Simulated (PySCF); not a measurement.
**Working out the ionisation energy of Zr**

Zr [Kr] 4d2 5s2 (3F) → Zr⁺ [Kr] 4d2 5s1 (4F). Computed with PySCF 2.14 in def2-SVP with the def2 core potential (28 electrons), with scalar relativity through the core potential. Frozen: 4s2 4p6. Energies in hartree (1 hartree = 27.21139 eV):

| part | Zr (lower) | Zr⁺ (upper) |
| --- | --- | --- |
| UHF | -46.431696 | -46.240866 |
| MP2 opposite-spin | -0.026509 | 0.000000 |
| MP2 same-spin | -0.008023 | -0.008131 |

Task: What does Hartree-Fock give?

Result: (-46.240866) − (-46.431696) = 0.190830 hartree = 5.193 eV.

Task: What do MP2 and SCS-MP2 (6/5 opposite-spin, 1/3 same-spin) give?

Result: The opposite-spin parts differ by 0.721 eV and the same-spin parts by -0.003 eV. MP2: 5.193 + (0.721) + (-0.003) = 5.911 eV. SCS-MP2: 5.193 + 1.2 × (0.721) + (-0.003)/3 = 6.057 eV.

Measured between the centres of the two terms (NIST): 6.639 eV, so MP2 (valence) is off by -0.728 eV.

A double-zeta basis recovers only part of the correlation energy.

What remains against the reference includes basis incompleteness, the frozen core and correlation beyond second order.
